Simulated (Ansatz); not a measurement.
## Which is lower?

The two ends of one reaction step of AlH6O3F, singlet (PBE0-D4/def2-TZVP).

A:

| atom | x (Å) | y (Å) | z (Å) |
| --- | --- | --- | --- |
| Al1 | 0.0592 | 0.0365 | 0.2143 |
| H2 | -0.6823 | -2.3228 | -1.3957 |
| O3 | -0.1503 | 0.9640 | -1.2136 |
| O4 | -1.3294 | -0.6371 | 0.9283 |
| H5 | 1.5375 | 1.6084 | 1.4155 |
| O6 | 0.6089 | 1.6657 | 1.1600 |
| H7 | -0.0089 | -2.3070 | -1.7204 |
| F8 | 1.5148 | -0.7440 | 0.4669 |
| H9 | -0.8057 | 0.7559 | -1.8749 |
| H10 | -1.2737 | -1.3530 | 1.5574 |
| H11 | 0.5301 | 2.3335 | 0.4622 |

B:

```
atom    x (Å)    y (Å)    z (Å)
 Al1  -0.6711  -0.0916  -0.1677
  H2   0.2160  -1.3927  -0.5961
  O3  -0.8714   1.1361  -1.3442
  O4  -1.9692  -0.4344   0.8746
  H5   1.5815   0.4163   0.6901
  O6   0.7272   0.8967   0.7373
  H7   1.5493  -1.3154  -0.2144
  F8   2.3903  -1.0276   0.1668
  H9  -1.7035   1.3284  -1.7698
 H10  -2.0606  -1.2512   1.3590
 H11   0.8116   1.7354   0.2642
```

Ansatz 0.2.0; basis: def2-TZVPP; cores frozen in the correlated methods. B3LYP uses VWN-RPA correlation.

Q: Which structure is lower at CCSD(T), and by how much? (Judge from chemistry; the value comes from the calculation.)

A: Computed: A, by 32.20 kcal/mol (electronic energy, against the other). By their contacts, A is a complex of AlH₄O₃F ([OH][Al]([OH])([OH2])[F]) + H₂ and B is a complex of AlH₅O₃ ([OH][AlH]([OH])[OH2]) + HF.

All methods give the same order:

| method | E(B) − E(A) (kcal/mol) |
| --- | --- |
| SPW92 | 21.18 |
| PBE-D4 | 26.87 |
| BLYP-D4 | 30.06 |
| r2SCAN-D4 | 31.01 |
| B97M-V | 29.24 |
| PBE0-D4 | 28.38 |
| B3LYP-D4 | 30.84 |
| r2SCAN0-D4 | 31.32 |
| BHLYP-D4 | 32.51 |
| CAM-B3LYP-D4 | 30.64 |
| wB97X-V | 31.25 |
| wB97M-V | 31.55 |
| B2PLYP | 31.90 |
| PBE-QIDH | 30.71 |
| RPA on PBE | 32.38 |
| HF | 36.84 |
| MP2 | 32.95 |
| CCSD | 32.90 |
| CCSD(T) | 32.20 |

No T1 diagnostic of these runs exceeds 0.012.

Labels in which every atom is bracketed show which atoms are joined, not bond orders.

For scale, one of the runs: CCSD(T)/def2-TZVPP, 250 basis functions, launched by `ansatz run in.yaml --threads 8 --pin off --events-out ev --progress --plain --max-ram 19148MiB`. Hardware: 8 CPU threads of an Arm Neoverse V2, shared host. Wall time 85 s; peak host memory 5.7 GiB.
